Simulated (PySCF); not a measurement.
disilazane anion (H7NSi2), SMILES [SiH3]N[SiH3] (connectivity only; charge and spin as stated), charge -1, multiplicity 2.

Geometry optimised at PBE-D3(BJ)/def2-SVPD. The spin state was assumed, not searched.

Computed with PySCF 2.14.0 with PBE-D3(BJ)/def2-SVPD.

Frequencies are harmonic and unscaled.

| mode | ν (cm⁻¹) | IR (km/mol) | moving atoms (share of kinetic energy) |
|---|---|---|---|
| 1 | 68 | 33.6 | H 77 %, N 20 % |
| 2 | 108 | 0.1 | H 96 % |
| 3 | 167 | 167.1 | H 53 %, Si 26 %, N 20 % |
| 4 | 202 | 32.5 | Si 36 %, H 36 %, N 28 % |
| 5 | 391 | 80.9 | H 91 % |
| 6 | 423 | 8.9 | H 44 %, Si 36 %, N 21 % |
| 7 | 473 | 103.4 | H 80 %, Si 12 %, N 8 % |
| 8 | 571 | 40.7 | H 80 %, Si 11 %, N 9 % |
| 9 | 680 | 70.2 | H 60 %, N 25 %, Si 15 % |
| 10 | 754 | 43.3 | N 58 %, Si 23 %, H 19 % |
| 11 | 823 | 166.6 | H 91 % |
| 12 | 855 | 129.6 | H 92 % |
| 13 | 900 | 250.6 | H 96 % |
| 14 | 911 | 58.8 | H 94 % |
| 15 | 932 | 54.9 | H 96 % |
| 16 | 971 | 85.5 | H 96 % |
| 17 | 1043 | 19.1 | H 93 % |
| 18 | 1655 | 1105.9 | H 96 % |
| 19 | 1980 | 279.8 | H 96 % |
| 20 | 1989 | 380.5 | H 96 % |
| 21 | 2006 | 146.3 | H 98 % |
| 22 | 2016 | 304.8 | H 97 % |
| 23 | 2120 | 118.7 | H 97 % |
| 24 | 3456 | 3.9 | H 93 % |
